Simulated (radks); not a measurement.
Spherical quantum dot in the effective-mass picture: electrons in a hard-walled sphere of radius 5.86, with a point charge +1 (a donor) at the centre, all in effective atomic units (hartree* = m*/eps^2 hartree, bohr* = eps/m* bohr), one dielectric constant everywhere. Calculated with a radial shooting solver with Libxc functionals: non-relativistic Kohn-Sham, LDA (Slater exchange, Perdew-Wang correlation), spin-polarised, spherical densities. Levels are named by radial order and angular momentum (1s, 1p, 1d, 2s, ...), and open shells are averaged over m.

N = 15, configuration 1s2 1p6 1d(up 5, down 1) 2s(up 1, down 0). This is the lowest configuration that the search found. Occupied and some empty levels:

level    occupation  eigenvalue (hartree*)  <r> (bohr*)
1s up             1                 3.0560        3.644
1s down           1                 3.1022        3.783
1p up             3                 3.1477        4.090
1p down           3                 3.1875        4.089
1d up             5                 3.2800        4.231
1d down           1                 3.3199        4.229
2s up             1                 3.3344        2.036
2s down           0                 3.4501        2.093
1f up             0                 3.4598        4.341
1f down           0                 3.5000        4.340
1g up             0                 3.6840        4.433
1g down           0                 3.7243        4.433
2p up             0                 3.8106        2.916
2p down           0                 3.8579        2.972

Energy (hartree*): total 23.7974, kinetic 6.6778, external -4.5752, Hartree 25.617, exchange-correlation -3.9224.
